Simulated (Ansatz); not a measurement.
A made-up structure of BSiH3ClF, closed shell:

```xyz
7
angstrom
F 0.1074 2.1180 -0.1316
Si -0.4883 0.6644 0.1981
B 0.7878 -0.8017 -0.3291
Cl 0.2578 -2.4336 -0.0376
H -1.7707 0.5180 -0.5406
H -0.7611 0.6031 1.6589
H 0.0364 -3.4464 0.7955
```

It is relaxed with PBE-D4/def2-SVP and then PBE0-D4/def2-TZVP (Ansatz 0.2.0). Atoms count as bonded within 1.22 times the sum of their covalent radii (H–H: 0.88 Å). The end point is not checked to be a true minimum.

(1) Does its bonding change? (Judge from chemistry; the calculation decides.)

Answers

(1) The calculation gives: No: no bond forms or breaks.

Where it ends: The first stage lowers the energy by 1.59 eV in 13 steps. It ends as BSiH₃ClF ([F][SiH2][B][ClH]):
```
atom    x (Å)    y (Å)    z (Å)
  F1  -0.0696   2.0516  -0.1949
 Si2  -0.4543   0.5550   0.2201
  B3   0.9240  -0.7593  -0.3847
 Cl4   0.6391  -2.4314  -0.0190
  H5  -1.7718   0.2426  -0.4019
  H6  -0.5769   0.5182   1.7046
  H7  -0.5212  -2.9549   0.6895
```

Labels in which every atom is bracketed show which atoms are joined, not bond orders.

For scale, one of the runs: PBE0-D4/def2-TZVP relaxation, 154 basis functions, launched by `ansatz run in.yaml --threads 2 --pin off --events-out ev --progress --plain --max-ram 4352MiB`. Hardware: 2 CPU threads of an Arm Neoverse V2, shared host. Wall time about 35 s.
